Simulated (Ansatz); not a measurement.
Input file for Ansatz (an electronic-structure program): R-wB97X-V/def2-TZVPP on GeH4N2 (SMILES [NH2][Ge][NH2]), a point of a torsion scan.

Ansatz 0.2 input:
```yaml
crystal:
  periodic: [false, false, false]
  atoms:
    - {symbol: N, position_ang: [1.44663623, 0.15087824, -0.20170091]}
    - {symbol: Ge, position_ang: [-0.01798161, 0.34052506, 0.92170098]}
    - {symbol: N, position_ang: [0.90402152, 0.43116589, 2.49311747]}
    - {symbol: H, position_ang: [1.52269691, -0.66885339, -0.78614354]}
    - {symbol: H, position_ang: [2.36373466, 0.30607025, 0.19931329]}
    - {symbol: H, position_ang: [1.90467457, 0.38954267, 2.61870716]}
    - {symbol: H, position_ang: [0.46889371, 0.67082249, 3.37034854]}
basis:
  gaussian:
    orbitals: def2-TZVPP
hamiltonian:
  xc: {name: wB97X-V}
scf: {lower_state_search: off}
```

The head of its log:

```
WARN ansatz: RAYON_NUM_THREADS=1 ignored (pool sized by the plan → 1); use --threads N
Functional definition: wB97X-V
these checks for a lower state are left out or cut short: stability, starts, cluster_reference, orbital_swaps, neighbouring_geometries, increment
integrals: 0.10 GiB planned
935 factors; their error is unknown
integrals: 0.13 GiB planned
204 factors; integrals over basis functions are off by at most 1.8e-5 eV
mean field: 0.86 GiB planned
mean field evaluation 1: about -59550.3925 eV, gradient 6.9e1 eV
mean field evaluation 2: about -59548.8310 eV, gradient 7.3e1 eV
```

Task: Give the final energy of this run.

Result: -2188.7605 hartree.
